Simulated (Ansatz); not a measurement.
All numbers were calculated with Ansatz.

A structure relaxed at PBE0-D4/def2-TZVP, charge 0, multiplicity 1:

| atom | x (Å) | y (Å) | z (Å) |
| --- | --- | --- | --- |
| C1 | 1.256 | 0.731 | 0.543 |
| C2 | 0.276 | -0.338 | 0.134 |
| Si3 | -1.705 | -0.524 | -0.091 |
| B4 | -0.191 | -0.648 | -1.260 |
| Cl5 | 0.362 | -0.137 | -2.821 |
| H6 | 2.281 | 0.351 | 0.510 |
| H7 | 1.066 | 1.090 | 1.557 |
| H8 | 1.205 | 1.586 | -0.134 |
| H9 | 0.247 | -1.194 | 0.821 |
| H10 | -2.150 | -1.542 | 0.888 |
| H11 | -2.646 | 0.625 | -0.146 |

Question: Give its formula and SMILES.

Answer: C2H6BClSi, `CC1[SiH2]B1Cl`.

Question: Summarise the bond lengths by kind.

Answer: 1 × C–C 1.507 Å; 4 × C–H 1.092 to 1.098 Å; 1 × C–Si 2.002 Å; 1 × B–C 1.502 Å; 1 × B–Si 1.917 Å; 2 × H–Si 1.480 to 1.486 Å; 1 × B–Cl 1.734 Å.
